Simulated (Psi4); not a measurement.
F₃OTa, charge +1, doublet, geometry from GFN2-xTB (such geometries of metal compounds can be far from the true shape) (the multiplicity is a formal guess) (core potentials on Ta).

The Psi4 input:
```
memory 2 GB

molecule mol {
1 2
Ta    0.011017    0.005905   -0.012709
O     1.121397    0.601125   -1.293631
F     0.944640   -0.941551    1.203040
F    -1.251577   -1.047486   -0.749998
F    -0.779216    1.406804    0.799933
}

set {
  basis def2-svp
  reference uhf
}

energy('scf')
print_variables()
```

Task: What total energy does HF/def2-SVP (Psi4 1.11) give?

Result: -429.0958 Eh

Task: Give the number of basis functions at the level HF/def2-SVP.

Result: 88

Task: Predict the nuclear repulsion energy from HF/def2-SVP.

Result: 216.3049 Eh

Task: Predict the <S^2> from HF/def2-SVP.

Result: 0.764

These values belong to the state on which the SCF converged, which isn't shown to be the lowest.
